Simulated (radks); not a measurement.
The nuclear charge of the helium ion He+ is varied continuously with 1 electrons held in 1s1. All-electron calculation, scalar-relativistic Kohn-Sham, PBE, spin-polarised, spherical densities, point nucleus; open shells are filled with parallel spins first. Program: a radial shooting solver on a logarithmic mesh with Libxc functionals. By the Hellmann-Feynman theorem dE/dZ = E(electron-nucleus)/Z, the electronic potential at the nucleus. The scalar-relativistic energy here is not variational (the density holds large components alone), so the two differ by a part that grows with Z.

Z    E (hartree)  E(electron-nucleus)/Z (hartree)  HOMO  e(HOMO) (eV)  <r> HOMO (bohr)
1.6     -1.27636                         -1.59381    1s       -25.000           0.9539
1.8     -1.61512                         -1.79379    1s       -32.976           0.8463
2       -1.99388                         -1.99380    1s       -42.041           0.7605
2.2     -2.41265                         -2.19384    1s       -52.193           0.6905
2.4     -2.87142                         -2.39390    1s       -63.434           0.6323
2.6     -3.37021                         -2.59398    1s       -75.763           0.5831
2.8     -3.90901                         -2.79408    1s       -89.182           0.5411
3       -4.48784                         -2.99420    1s       -103.69           0.5047

The central difference of E at Z = 2 is -1.994 hartree, to compare with the third column; the second derivative is -1 hartree.
